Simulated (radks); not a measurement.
Results of a calculation; reference values are marked as such.
Initial-state core-level shifts of the tungsten ion W+ when its valence configuration changes from [Xe] 4f14 5d4 6s1. Code: a radial shooting solver on a logarithmic mesh with Libxc functionals. Model: scalar-relativistic Kohn-Sham, PBE, spin-polarised, spherical densities, point nucleus; open shells are filled with parallel spins first (spin-orbit coupling, left out, can overturn this in heavy ions). Shifts are changes of the shell-averaged eigenvalues in eV (positive: less bound).

valence                2p       3s       4s       4d
4f14 5d4 6p1       -1.476   -1.485   -1.489   -1.486
4f14 5d5           +2.641   +2.612   +2.608   +2.621
4f14 5d2 6s2 6p1   -7.780   -7.678   -7.652   -7.677
4f14 5d3 6s2       -3.063   -3.022   -3.011   -3.023
4f14 5d3 6p2       -5.851   -5.819   -5.816   -5.825
4f14 5d3 6s1 6p1   -4.406   -4.368   -4.362   -4.373
4f14 5d1 6s2 6p2  -12.631  -12.444  -12.395  -12.432
4f13 5d4 6s1 6p1  -14.883  -16.382  -15.245  -14.488
4f13 5d5 6s1      -10.226  -11.764  -10.642   -9.878
